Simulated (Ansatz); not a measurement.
A nudged elastic band was laid between two geometries of BH4NO + BrH (9 atoms, charge 0, multiplicity 1).

Computed with Ansatz 0.2.0, RKS PBE0/def2-SVP.

* movable images: 7
* climbing image: yes
* spring: 5.0 eV/Å²
* optimiser: quadratic models (default)
* start path: through a guess of the saddle point
* force threshold: 0.05 eV/Å
* iteration limit: 60
* end points: relaxed

Initial state:

```xyz
9
Properties=species:S:1:pos:R:3
B 0.129 -0.455 0.260
N 0.010 -0.075 1.623
H -0.855 -0.216 2.129
H 0.828 -0.050 2.222
O 1.374 -0.533 -0.276
H 1.364 -0.734 -1.215
H -0.873 -0.664 -0.387
Br -0.466 3.273 1.365
H -0.242 1.836 1.426
```

Final state:

```xyz
9
Properties=species:S:1:pos:R:3
B -0.046 0.226 0.232
N 0.065 0.159 1.842
H -0.829 0.383 2.278
H 0.382 -0.764 2.150
O 1.273 -0.009 -0.190
H 1.327 -0.105 -1.144
H -0.934 -0.537 -0.117
Br -0.720 2.170 -0.044
H 0.750 0.859 2.140
```

(1) What changes between the two ends?

(2) What energy profile does the band end with?

(3) What is the geometry of the highest image?

(4) What are the harmonic wavenumbers there?

Answers

(1) Bonds broken: Br8–H9. Bonds formed: B1–Br8, N2–H9. BH4NO + BrH becomes BBrH5NO.

(2) The forces met the threshold. The highest image is number 3 of 0 to 8, 36.0 kJ/mol above the first end and 66.0 kJ/mol above the last; the last end lies 30.0 kJ/mol below the first. A vibrational analysis at the climbing image gives one clearly imaginary mode, 357i cm⁻¹: a first-order saddle point. The orbitals stay closed-shell, which can raise the energy where a bond breaks towards radicals; this wasn't checked here.

```
image  path coordinate (Å)  energy (kJ/mol)  Br8–H9 (Å)  B1–Br8 (Å)  N2–H9 (Å)
    0                 0.00              0.0        1.46        3.93       1.94
    1                 0.51              1.2        1.46        3.66       1.93
    2                 1.02             11.0        1.50        3.24       1.69
    3                 1.53             36.0        1.82        2.92       1.18
    4                 2.09              7.6        2.09        2.39       1.05
    5                 2.65            -24.0        2.58        2.09       1.02
    6                 3.21            -24.9        2.66        2.08       1.02
    7                 3.77            -28.1        2.76        2.08       1.02
    8                 4.33            -30.0        2.94        2.08       1.02
```

(3) 
```xyz
9
Properties=species:S:1:pos:R:3:forces:R:3
B 0.059 -0.172 0.294 -0.01 0.00 0.02
N -0.019 0.112 1.777 0.03 0.00 -0.01
H -0.817 -0.282 2.272 -0.01 0.01 0.00
H 0.853 -0.051 2.283 -0.01 0.00 0.00
O 1.302 -0.382 -0.160 0.00 0.01 0.02
H 1.352 -0.473 -1.116 0.01 -0.01 -0.03
H -0.959 -0.358 -0.313 -0.01 0.00 -0.01
Br -0.329 2.716 0.505 0.00 -0.01 0.01
H -0.172 1.273 1.605 -0.01 0.00 0.00
```

(4) 357i, 136, 325, 347, 412, 466, 623, 841, 896, 946, 1022, 1088, 1217, 1406, 1441, 1508, 1658, 2703, 3535, 3645, 3930 cm⁻¹.

The run took 4 min on 2 threads of Arm Neoverse V1 (shared host), peak memory 0.22 GiB.
